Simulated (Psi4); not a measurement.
HfO2, singlet, at a GFN2-xTB geometry (such geometries of metal compounds can be far from the true shape) (core potentials on Hf), atoms displaced at random by about 0.05 Å a coordinate. Base run: Psi4 with PBE0/def2-SVP.

Psi4 was given this input:
```
memory 2 GB

molecule mol {
0 1
Hf    0.082956   -0.086222    0.114782
O     0.560792    0.330659   -1.640564
O    -1.629886   -0.244393    0.326562
}

set {
  basis def2-svp
  reference rks
}

optimize('pbe0')
print_variables()
```

The base run was repeated with changes; each row names its change, and settings that it needs were set with it.

```tsv
change	ΔE vs base (kcal/mol)	optimiser steps	core-seconds (rough)	outcome
base	0.000	6	40	converged
intrafrag_step_limit = 0.05	0.000	6	40	converged
opt_coordinates = both	-	-	-	not converged
step_type = sd	0.000	7	40	converged
hess_update = powell	0.000	7	40	converged
g_convergence = turbomole	0.000	6	40	converged
intrafrag_hess = simple	0.000	5	30	converged
```
